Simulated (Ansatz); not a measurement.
A made-up structure of BSnNH₅ (charge +1), singlet:

```json
{"atom": "N1", "x (Å)": "-0.9940", "y (Å)": "0.9495", "z (Å)": "-0.7436"}
{"atom": "B2", "x (Å)": "0.1473", "y (Å)": "0.8222", "z (Å)": "-0.0059"}
{"atom": "Sn3", "x (Å)": "0.7881", "y (Å)": "-1.2633", "z (Å)": "0.6510"}
{"atom": "H4", "x (Å)": "-1.6076", "y (Å)": "0.2069", "z (Å)": "-1.0422"}
{"atom": "H5", "x (Å)": "0.0793", "y (Å)": "-1.2323", "z (Å)": "2.1959"}
{"atom": "H6", "x (Å)": "0.8464", "y (Å)": "1.7203", "z (Å)": "0.3277"}
{"atom": "H7", "x (Å)": "2.1806", "y (Å)": "-1.5919", "z (Å)": "1.5653"}
{"atom": "H8", "x (Å)": "-0.0511", "y (Å)": "-2.7044", "z (Å)": "0.3014"}
```

It is relaxed with PBE-D4/def2-SVP and then PBE0-D4/def2-TZVP (Ansatz 0.2.0). Atoms count as bonded within 1.22 times the sum of their covalent radii (H–H: 0.88 Å). The end point is not checked to be a true minimum.

Task: Does its bonding change? (Judge from chemistry; the calculation decides.)

Result: By the calculation: Yes. Formed: N1–Sn3; broken: B2–Sn3.

Where it ends: The first stage lowers the energy by 4.15 eV in 18 steps. It ends as BSnNH₅ ([BH][NH][SnH3]), total charge +1:
N1  (-0.419, 0.255, -0.020)
B2  (0.335, 1.280, -0.215)
Sn3  (0.369, -1.581, 0.940)
H4  (-1.399, 0.173, -0.268)
H5  (-0.648, -1.634, 2.285)
H6  (1.094, 2.162, -0.352)
H7  (1.960, -1.074, 1.194)
H8  (0.097, -2.675, -0.314)
(Å)

Labels in which every atom is bracketed show which atoms are joined, not bond orders.

For scale, one of the runs: PBE0-D4/def2-TZVP relaxation, 142 basis functions, launched by `ansatz run in.yaml --threads 2 --pin off --events-out ev --progress --plain --max-ram 4352MiB`. Hardware: 2 CPU threads of an Arm Neoverse V2, shared host. Wall time about 32 s.
